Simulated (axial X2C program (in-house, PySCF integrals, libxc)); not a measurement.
# Worked dissociation energy of CaFe: PBEsol, with spin–orbit coupling

Calculated with an in-house relativistic program for diatomic molecules. Two-component (2c) means X2C with spin–orbit coupling and atomic mean-field two-electron Coulomb and Gaunt terms. Basis: Fe dyall-cv3z [9s10p6d3f2g], Ca dyall-cv3z [11s12p6d4f] (cores contracted in-house); Gaussian nuclei, density fitting, unrestricted open shells. Masses: Fe 55.935 u, Ca 39.963 u.

Molecular state: Ω = 2 (⟨Sz⟩ = 2.00, ⟨Lz⟩ = 0.00 at PBEsol).

* E(Fe) (2M_J = 8): -1270.874097 hartree
* E(Ca) (2M_J = 0): -679.249384 hartree
* E(CaFe) at Re: -1950.178352 hartree
* ωe: 210.8 cm⁻¹
* ωexe: 0.601 cm⁻¹

Work out De and D0.

De = -1270.874097 + (-679.249384) − (-1950.178352) = 0.05487 hartree = 1.493 eV. The zero-point energy is ωe/2 − ωexe/4 = 105 cm⁻¹ = 0.013 eV, so D0 = 1.480 eV.

One determinant describes the state; a PBE0 search over occupations chose it and may have missed a lower one. De is counted from the lowest determinant-based energies of the atoms at the same level, without counterpoise correction. Density functionals use the spin component along the axis (collinear). PBE0 can misorder states that lie within some tenths of an eV, so this need not be the ground state of the molecule. The nearest other 2c determinant of the search, Ω = 1, lies 0.20 eV up at the distance of the search. Without a current term, density functionals place determinants with orbital angular momentum somewhat too high. With several unpaired electrons one determinant need not be a pure state. Open-shell Ω = 0 determinants with evenly filled partner blocks cannot be reached by this program, so the Ω shown need not be the lowest component. The determinant is spin-polarised beyond a pure state at some levels (its spin-free form has ⟨S²⟩ too high), which makes Re and μ there less reliable.

Each atomic determinant is the lowest at this level and need not be a pure J level. Totals compare only within one Hamiltonian and basis.
